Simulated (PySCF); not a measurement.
**How methods differ on the excitation energy of Rh⁺**

Rh⁺ [Kr] 4d8 (3F) → Rh⁺ [Kr] 4d7 5p1 (high-spin determinant), as a difference of total energies. Calculation: PySCF 2.14, in aug-cc-pVTZ-DK (9s8p6d3f2g, 102 functions); the spin-free X2C one-electron Hamiltonian (Gaussian nucleus). Correlated levels: valence: [Kr] frozen. The calculations carry no spin-orbit coupling.

```json
{"method": "UHF", "excitation energy (cm⁻¹)": "48807"}
{"method": "MP2 (valence)", "excitation energy (cm⁻¹)": "58404"}
{"method": "SCS-MP2 (valence)", "excitation energy (cm⁻¹)": "60109"}
{"method": "CCSD (valence)", "excitation energy (cm⁻¹)": "56627"}
{"method": "CCSD(T) (valence)", "excitation energy (cm⁻¹)": "57082"}
```

A first-order spin-orbit estimate (lowest level to lowest level, LS coupling) adds 0.051 eV.

The determinant of the upper state mixes LS terms, which raises its energy above the lowest term, most at the Hartree-Fock and MP2 levels.
